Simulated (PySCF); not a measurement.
## How methods differ on the excitation energy of Co²⁺

Co²⁺ [Ar] 3d7 (4F) → Co²⁺ [Ar] 3d6 4p1 (high-spin determinant), as a difference of total energies. Calculation: PySCF 2.14, in x2c-QZVPPall with one added diffuse shell each of s, p, d, f, g type (12s8p6d5f3g, 128 functions); scalar relativity by spin-free X2C-1e. Correlated levels: valence: [Ar] frozen; valence and next inner shell: [Ne] frozen. The calculations carry no spin-orbit coupling.

```tsv
method	excitation energy (cm⁻¹)
UHF	86051
LDA	98973
PBE	98034
PBE0	96948
r2SCAN	96974
B2PLYP	98096
PBEsol	97839
LC-wPBE	100870
MP2 (valence)	98160
SCS-MP2 (valence)	100590
MP2 (valence and next inner shell)	99866
SCS-MP2 (valence and next inner shell)	100750
```

A first-order spin-orbit estimate (lowest level to lowest level, LS coupling) adds 0.074 eV.

The determinant of the upper state mixes LS terms, which raises its energy above the lowest term, most at the Hartree-Fock and MP2 levels.
